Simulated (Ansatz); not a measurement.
The pair A = H2O (SMILES O) (first 3 atoms), B = CH3Br (SMILES CBr); geometry from B3LYP-D3(BJ)/def2-TZVP.
(charge 0, multiplicity 1):
```xyz
8

O     -0.1663     0.1574     0.8280
H      0.7565    -0.0377     1.0393
H     -0.1380     0.9528     0.2865
C      0.6659    -0.0111     4.0607
Br     2.3951    -0.1542     3.1373
H      0.7391     0.8236     4.7484
H      0.5066    -0.9455     4.5865
H     -0.0837     0.1556     3.2950
```

Correlated levels freeze the cores. Filled d and f shells under p-block atoms count as core. MP2 and its Hartree–Fock in aug-cc-pVQZ, aug-cc-pVTZ are density fitted.

Run with Ansatz (Gaussian basis) for Hartree–Fock, density functionals and correlated methods. Each number belongs to the level named beside it.

The counterpoise-corrected interaction energy is E(AB) − E(A in the pair's basis) − E(B in the pair's basis). Total energies (hartree):

```tsv
level	AB	A in the pair's basis	B in the pair's basis
HF/aug-cc-pVTZ	-2688.1550947	-76.0601259	-2612.0927507
MP2/aug-cc-pVTZ	-2688.7802266	-76.3292621	-2612.4455808
HF/aug-cc-pVQZ	-2688.1654645	-76.0654226	-2612.0978205
MP2/aug-cc-pVQZ	-2688.8332875	-76.3519092	-2612.4757416
MP2/aug-cc-pVDZ	-2688.5524203	-76.2615254	-2612.2862381
CCSD(T)/aug-cc-pVDZ	-2688.6035546	-76.2745805	-2612.3244133
```

Q: Work out the counterpoise-corrected interaction energy at the basis-set limit: extrapolate the MP2 correlation part as X⁻³, take Hartree–Fock from the larger set, and add the CCSD(T) − MP2 difference of aug-cc-pVDZ.

A: 
1. Differences (1 hartree = 627.509 kcal/mol): HF/aug-cc-pVTZ -1.392; MP2/aug-cc-pVTZ -3.378; HF/aug-cc-pVQZ -1.394; MP2/aug-cc-pVQZ -3.537; MP2/aug-cc-pVDZ -2.922; CCSD(T)/aug-cc-pVDZ -2.862.
2. Correlation parts, MP2 less HF: -1.986 in aug-cc-pVTZ (X = 3), -2.143 in aug-cc-pVQZ (X = 4).
3. Limit (4³·(-2.143) − 3³·(-1.986))/(4³ − 3³) = -2.258; with HF/aug-cc-pVQZ it gives -3.651.
4. CCSD(T) less MP2 in aug-cc-pVDZ: 0.060.
Result: -3.59 kcal/mol, against -3.38 at MP2/aug-cc-pVTZ. It is an estimate of this method's limit, not of the exact value.

Ansatz is a program for electronic structure.
